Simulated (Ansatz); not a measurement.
Two structures, one formula

The two ends of one reaction step of SiNH4Cl2F, closed shell (PBE0-D4/def2-TZVP).

A:

```json
{"atom": "Si1", "x (Å)": "-0.8128", "y (Å)": "0.4884", "z (Å)": "-0.4594"}
{"atom": "N2", "x (Å)": "0.6505", "y (Å)": "0.2407", "z (Å)": "0.4228"}
{"atom": "Cl3", "x (Å)": "-0.4498", "y (Å)": "-0.1186", "z (Å)": "-2.3616"}
{"atom": "Cl4", "x (Å)": "-1.3978", "y (Å)": "2.4473", "z (Å)": "-0.4879"}
{"atom": "H5", "x (Å)": "-1.8938", "y (Å)": "-0.2950", "z (Å)": "0.1545"}
{"atom": "H6", "x (Å)": "0.8485", "y (Å)": "-1.4790", "z (Å)": "0.6196"}
{"atom": "F7", "x (Å)": "0.9116", "y (Å)": "-2.4134", "z (Å)": "0.7639"}
{"atom": "H8", "x (Å)": "0.6466", "y (Å)": "0.5703", "z (Å)": "1.3812"}
{"atom": "H9", "x (Å)": "1.4971", "y (Å)": "0.5594", "z (Å)": "-0.0330"}
```

B:

```
9
angstrom
Si -0.8706 -0.2366 -0.2603
N 1.0352 0.1962 0.3886
Cl 0.0469 -0.5432 -2.1226
Cl -1.3016 1.7334 0.3211
H -2.2400 -0.5735 -0.7019
H 1.6373 -0.6102 0.2540
F -0.7445 -1.3799 0.8748
H 1.0183 0.4342 1.3755
H 1.4190 0.9796 -0.1290
```

Program: Ansatz 0.2.0. Basis: def2-TZVPP. Cores are frozen in the correlated methods. B3LYP uses VWN-RPA correlation.

(1) Which structure is lower at CCSD(T), and by how much? (To be estimated.)

T1 diagnostic: at most 0.010.

## Answers

(1) By the calculation: B, by 14.83 kcal/mol (electronic energy, against the other). By their contacts, A is a complex of SiNH₃Cl₂ ([NH2][SiH]([Cl])[Cl]) + HF and B is SiNH₄Cl₂F ([NH3][SiH]([F])([Cl])[Cl]).

All methods give the same order:

| method | E(B) − E(A) (kcal/mol) |
| --- | --- |
| SPW92 | -17.63 |
| PBE-D4 | -14.30 |
| BLYP-D4 | -13.19 |
| r2SCAN-D4 | -16.76 |
| B97M-V | -17.79 |
| PBE0-D4 | -14.70 |
| B3LYP-D4 | -13.73 |
| r2SCAN0-D4 | -16.46 |
| BHLYP-D4 | -14.68 |
| CAM-B3LYP-D4 | -14.67 |
| wB97X-V | -15.71 |
| wB97M-V | -16.24 |
| B2PLYP | -13.99 |
| PBE-QIDH | -15.27 |
| RPA on PBE | -14.72 |
| HF | -12.43 |
| MP2 | -14.76 |
| CCSD | -14.57 |
| CCSD(T) | -14.83 |

Labels in which every atom is bracketed show which atoms are joined, not bond orders.

For scale, one of the runs: CCSD(T)/def2-TZVPP, 244 basis functions, launched by `ansatz run in.yaml --threads 8 --pin off --events-out ev --progress --plain --max-ram 19148MiB`. Hardware: 8 CPU threads of an Arm Neoverse V1, shared host. Wall time 83 s; peak host memory 4.7 GiB.
